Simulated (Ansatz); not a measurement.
A nudged elastic band was laid between two geometries of AlCl3 + H2 (6 atoms, charge 0, multiplicity 1).

Theory: RKS PBE0-D4/def2-SVP (Ansatz 0.2.0).

* movable images: 9
* climbing image: yes
* spring: 5.0 eV/Å²
* optimiser: quadratic models (default)
* start path: through a guess of the saddle point
* force threshold: 0.03 eV/Å
* iteration limit: 49
* end points: relaxed

First end point:

```xyz
6
Properties=species:S:1:pos:R:3
Al 0.008 0.071 0.227
Cl -0.002 0.699 2.221
Cl 1.805 0.020 -0.832
Cl -1.790 -0.054 -0.824
H 0.075 -2.119 0.486
H 0.047 -1.882 1.218
```

Last end point:

```xyz
6
Properties=species:S:1:pos:R:3
Al 0.026 -0.608 -0.368
Cl 0.013 0.017 2.179
Cl 1.797 0.390 -0.919
Cl -1.793 0.302 -0.916
H 0.064 -2.149 -0.041
H 0.036 -1.218 2.560
```

**Question.** Which bonds break or form, and what moves?

**Answer.** Bonds broken: Al1–Cl2, H5–H6. Bonds formed: Al1–H5, Cl2–H6. AlCl3 + H2 becomes AlCl3H2.

**Question.** What energy profile does the band end with?

**Answer.** The forces met the threshold. The highest image is number 6 of 0 to 10, 30.0 kcal/mol above the first end and 4.7 kcal/mol above the last; the last end lies 25.3 kcal/mol above the first. A vibrational analysis at the climbing image gives one clearly imaginary mode, 536i cm⁻¹: a first-order saddle point. The orbitals stay closed-shell, which can raise the energy where a bond breaks towards radicals; this wasn't checked here.

```
image  path coordinate (Å)  energy (kcal/mol)  Al1–Cl2 (Å)  H5–H6 (Å)  Al1–H5 (Å)
    0                 0.00                0.0         2.09       0.77        2.21
    1                 0.23                0.6         2.10       0.77        2.16
    2                 0.46                2.9         2.11       0.78        2.07
    3                 0.69                8.3         2.15       0.80        1.94
    4                 0.91               17.4         2.22       0.89        1.81
    5                 1.14               26.9         2.31       1.08        1.71
    6                 1.37               30.0         2.42       1.32        1.64
    7                 1.66               28.6         2.54       1.66        1.60
    8                 1.95               27.0         2.59       2.01        1.58
    9                 2.24               25.7         2.60       2.38        1.58
   10                 2.53               25.3         2.62       2.76        1.58
```

**Question.** What is the geometry of the highest image?

**Answer.** 
```xyz
6
Properties=species:S:1:pos:R:3
Al 0.021 -0.463 -0.122
Cl 0.015 0.068 2.238
Cl 1.829 0.195 -0.942
Cl -1.815 0.122 -0.935
H 0.053 -1.951 0.572
H 0.041 -1.237 1.684
```

**Question.** What are the harmonic wavenumbers there?

**Answer.** 536i, 100, 130, 188, 443, 464, 493, 624, 926, 1036, 1595, 1926 cm⁻¹.

Run time: 4.4 min on 1 thread of Arm Neoverse V2, on a shared host, peak memory 0.17 GiB.
